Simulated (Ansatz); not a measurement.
Two structures of Si$_{2}$H$_{6}$F$_{2}$, singlet, reached by relaxing down either side of one saddle point (PBE0-D4/def2-TZVP). Energies are electronic, without zero-point energy. Computed with Ansatz 0.2.0 (basis: def2-TZVPP and def2-QZVPP); correlated methods freeze the cores. Extrapolation: Hartree–Fock as exp(−7.88 √X), correlation as X^−2.97. First:

```json
{"atom": "Si1", "x (Å)": "-1.8670", "y (Å)": "0.5500", "z (Å)": "-0.3306"}
{"atom": "H2", "x (Å)": "-1.7629", "y (Å)": "-0.7721", "z (Å)": "-0.9743"}
{"atom": "F3", "x (Å)": "-3.1368", "y (Å)": "1.2964", "z (Å)": "-0.9190"}
{"atom": "F4", "x (Å)": "-0.5874", "y (Å)": "1.4065", "z (Å)": "-0.7208"}
{"atom": "H5", "x (Å)": "-1.9832", "y (Å)": "0.5183", "z (Å)": "1.1385"}
{"atom": "H6", "x (Å)": "2.8297", "y (Å)": "-1.5965", "z (Å)": "0.8904"}
{"atom": "Si7", "x (Å)": "1.8729", "y (Å)": "-0.5940", "z (Å)": "0.3571"}
{"atom": "H8", "x (Å)": "0.5150", "y (Å)": "-0.9133", "z (Å)": "0.8760"}
{"atom": "H9", "x (Å)": "1.8560", "y (Å)": "-0.6588", "z (Å)": "-1.1246"}
{"atom": "H10", "x (Å)": "2.2636", "y (Å)": "0.7636", "z (Å)": "0.8075"}
```

Second:

```
10
angstrom
Si -0.9322 1.1011 -0.0251
H -0.8067 -2.5602 -0.4039
F -1.9216 -0.1047 -0.3569
F -0.9722 2.0892 -1.2744
H -1.5045 1.8293 1.1317
H -0.2269 -3.0214 -0.3088
Si 1.2466 0.2887 0.2582
H 1.2734 -0.6496 1.4103
H 1.6967 -0.4094 -0.9728
H 2.1474 1.4370 0.5418
```

Question: Which bonds change from the first to the second?

Answer: SiH₂F₂ ([F][SiH2][F]) + SiH₄ → Si₂H₄F₂ ([F][SiH]([F])[SiH3]) + H₂; bonds formed: Si1–Si7, H2–H6; bonds broken: Si1–H2, H6–Si7.

Question: Give the saddle point's structure and its height above each. (To be estimated.)

Answer: The calculation gives: 3.375 eV above the first and 3.008 eV above the second (CCSD(T) at an estimated basis limit (MP2 extrapolated from triple and quadruple zeta, plus CCSD(T) − MP2 in triple zeta)).
```csv
atom,x (Å),y (Å),z (Å)
Si1,-1.1528,0.5143,-0.1584
H2,-0.2934,-1.0890,-0.0231
F3,-1.9363,0.1893,-1.5067
F4,-0.8382,2.0794,-0.2317
H5,-2.0651,0.3182,0.9927
H6,0.4811,-1.6918,0.2565
Si7,1.2693,-0.2172,0.1446
H8,0.6817,-0.0668,1.5138
H9,1.2682,-0.5321,-1.3086
H10,2.5855,0.4958,0.3210
```

No T1 diagnostic of these runs exceeds 0.014.

Labels in which every atom is bracketed show which atoms are joined, not bond orders.

For scale, one of the runs: CCSD(T)/def2-TZVPP, 230 basis functions, launched by `ansatz run in.yaml --threads 4 --pin off --events-out ev --progress --plain --max-ram 9574MiB`. The run took 83 s on 4 CPU threads of an Arm Neoverse V2 (shared host), with 3.8 GiB of host memory at its peak.
